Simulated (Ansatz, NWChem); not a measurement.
# Worked example: the enthalpy of formation of SiF4 (silicon tetrafluoride)

SiF4 has 5 atoms, charge 0, and is taken as a singlet. As SMILES, `F[Si](F)(F)F`. The coordinates come from a PBE0-D4/def2-TZVP relaxation.

Total energies at B3LYP/6-311+G** (NWChem 7.3.0); the atoms run unrestricted:

```
species    state  energy (Eh)
   SiF4  singlet  -689.267199
      F  doublet   -99.760580
     Si  triplet  -289.394168
```

Harmonic wavenumbers at PBE0-D4/def2-TZVP, in cm⁻¹: 258, 258, 381, 381, 381, 796, 1033, 1034, 1034.

Measured heats of formation of the gaseous atoms at 298.15 K, in kJ/mol: F 79.4, Si 450.0. Spin-orbit lowering of the atoms at 298 K (mean of the ground term's levels less their thermal mean, from spectra), in kJ/mol: F 1.29, Si 0.44. Take 1 Eh = 2625.50 kJ/mol, 1 cm⁻¹ = 0.0119627 kJ/mol, RT = 2.479 kJ/mol.

Problem. Work out the heat of formation of the gas at 298 K.

Solution. 
1. Electronic atomisation energy: 4 × (-99.760580) + (-289.394168) − (-689.267199) = 0.830711 Eh = 2181.0 kJ/mol.
2. Zero-point energy: half the sum of the wavenumbers, 2778 cm⁻¹ = 33.2 kJ/mol.
3. Thermal vibrational enthalpy, Σ hcν̃/(exp(hcν̃/kT) − 1): 5.5 kJ/mol. Translation, rotation and pV of a non-linear molecule: 4 RT = 9.9 kJ/mol.
4. The 5 free atoms carry 5/2 RT each: 31.0 kJ/mol.
5. Spin-orbit coupling lowers the free atoms by 4 × 1.29 + 0.44 = 5.6 kJ/mol.
6. Atomisation enthalpy at 298 K: 2181.0 − 5.6 − 33.2 − 5.5 − 9.9 + 31.0 = 2157.8 kJ/mol.
7. Sum of the atoms' heats of formation: 767.6 kJ/mol. Heat of formation: 767.6 − 2157.8 = -1390.2 kJ/mol.

The tabulated value is -1614.9 kJ/mol (NIST-JANAF tables; in doubt, as an older value, an estimate or one at odds with other calculations), so this level is off by +224.7 kJ/mol, or 9.4 % of the atomisation enthalpy that the table implies (2382.4 kJ/mol). Anharmonicity and any spin-orbit splitting of the molecule are left out.
